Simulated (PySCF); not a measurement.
NICS in isomers of C6H12N2SSi.

NICS is the negative of the GIAO shielding at a point without a nucleus: at the ring centre (0) and 1 Å above and below it (1); zz is the component along the ring normal. Level: GIAO PBE0/pcSseg-1 (PySCF, non-relativistic, gas phase) on the GFN2-xTB geometries, one conformer each. Atom numbers follow the mapped SMILES.

Question: Order these rings by mean NICS(1)zz, lowest (most negative) first (ppm).
A. ring Si3–C6–C7–C8 in `[CH3:1][NH:2][Si@@:3]1([C:4]#[N:5])[CH2:6][CH2:7][C@@H:8]1[S:9][CH3:10]`
B. ring C2–S3–N4–N5–C6 in `[CH3:1][c:2]1[s:3][n:4][n:5][c:6]1[Si:7]([CH3:8])([CH3:9])[CH3:10]`
C. ring C2–N3–N4–C5–S10 in `[CH3:1][c:2]1[n:3][n:4][c:5]([Si:6]([CH3:7])([CH3:8])[CH3:9])[s:10]1`

Answer: B (-30.7), C (-27.2), A (2.6).

```
                   SMILES                                                       ring  NICS(0)  NICS(1)  NICS(1)zz  HOMA  rms pucker (Å)  ring atoms with four or more neighbours
      Cc1snnc1[Si](C)(C)C  5-membered ring with 2 N and S; formal bonds all aromatic    -11.7    -13.1      -30.7     –            0.00                                        0
    Cc1nnc([Si](C)(C)C)s1  5-membered ring with 2 N and S; formal bonds all aromatic    -12.0    -12.3      -27.2  0.65            0.00                                        0
CN[Si@@]1(C#N)CC[C@@H]1SC           4-membered ring with Si; formal bonds all single     -1.1     -1.7        2.6     –            0.07                                        4
```

NICS(0) gives another order. The isotropic NICS(1) gives the same order. HOMA uses Krygowski's 1993 parameters; it is left out where a ring has a four-coordinate atom, a triple bond, no multiple bond or a kind of bond without parameters. NICS(1) and NICS(1)zz are means over the two faces.
